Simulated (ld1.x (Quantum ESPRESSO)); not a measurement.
**PBE TM dataset for vanadium, non-relativistic all-electron reference.**

V, norm-conserving Troullier–Martins (Kleinman–Bylander form), made with ld1.x (Quantum ESPRESSO) 7.5 (PBE, non-relativistic). Core [Ar], reference 3d3.5 4s1.5 4p0. Waves: 4s (bound): rc 2.20 bohr; 4p (bound, empty): rc 2.75 bohr; 3d (bound): rc 1.90 bohr. Local part: the d channel. Core correction: none.

* Cutoffs needed: 60 Ry and 70 Ry (the cutoffs (Ry, on a coarse ladder) from which the occupation-weighted sum of valence levels, in a spherical-Bessel basis at the reference potential, stays within 10 and 1 mRy of its value at 400 Ry)
* Ghost test: ghost states, extra bound levels that the all-electron valence spectrum of the same l lacks: s at -115.5 eV, p at -41.9 eV; a true bound ghost makes a file unfit for plane-wave use (spherical-Bessel basis up to 400 Ry, 20 bohr box)
* Configuration tests: 1 of 7 tests not solved or not reliable; not counted: 3d3 4s0 4p1 (solver errors, printed error -2.0 eV)
